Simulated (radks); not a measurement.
Effect of the nuclear size on the aluminium ion Al+, [Ne] 3s2. Method: Dirac Kohn-Sham, relativistic LDA (MacDonald-Vosko exchange, VWN5 correlation), spin-unpolarised, spherical densities, finite nucleus; Fermi nuclear charge, rms radius 3.061 fm; computed with a radial shooting solver on a logarithmic mesh with Libxc functionals. The rms radius is varied about that value; shifts are against it.

rms radius (fm) = 2.458: total energy shift (eV) -0.00131; density at nucleus (e/bohr^3) 1490; 1s1/2 shift (meV) -0.542
rms radius (fm) = 2.8284: total energy shift (eV) -0.000538; density at nucleus (e/bohr^3) 1487; 1s1/2 shift (meV) -0.223
rms radius (fm) = 3.061: total energy shift (eV) 0; density at nucleus (e/bohr^3) 1486; 1s1/2 shift (meV) 0.000
rms radius (fm) = 3.2661: total energy shift (eV) 0.000509; density at nucleus (e/bohr^3) 1485; 1s1/2 shift (meV) 0.211
rms radius (fm) = 3.5263: total energy shift (eV) 0.00120; density at nucleus (e/bohr^3) 1484; 1s1/2 shift (meV) 0.498

Slopes of the eigenvalues against <r^2> in GHz/fm^2, as finite differences over the two radii next to the reference (eigenvalue slopes, not the field-shift constants of lines): 1s1/2 39.3.
